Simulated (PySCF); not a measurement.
Mo(O)(NH)(OH)2 (H3MoNO3), SMILES [NH]=[Mo](=[O])([OH])[OH], multiplicity 1.

Geometry: r2SCAN-D4/def2-SVP. The multiplicity is an assumed one; no other spin state was optimised. The structure was generated by enumeration; whether it is a known compound was not checked. The def2 effective core potentials stand for the cores of Mo; spin–orbit coupling is left out. One conformer was computed; it need not be the lowest.

Two levels are set side by side: PBE/def2-TZVP (PySCF) and ωB97X/def2-TZVP (PySCF). Same geometry, gas phase. Differences are taken from unrounded values.

```
quantity                      ωB97X    PBE  PBE minus ωB97X
---------------------------  ------  -----  ---------------
orbital gap (eV)              11.04   4.35            -6.69
highest occupied level (eV)  -10.76  -6.90             3.86
lowest empty level (eV)        0.29  -2.55            -2.84
dipole moment (D)              3.76   3.53            -0.22
mean polarisability (bohr³)    54.5   56.7              2.2
```

PBE's occupied levels lie high since its potential decays too fast outside the molecule; exact exchange lowers them and widens the gap. PBE's more diffuse valence density responds more strongly to a field. Differences between two approximate levels are no errors against the true value.

Rough cost on one machine, each run with all the roots and properties that it gave: ωB97X against PBE within a factor of 2.
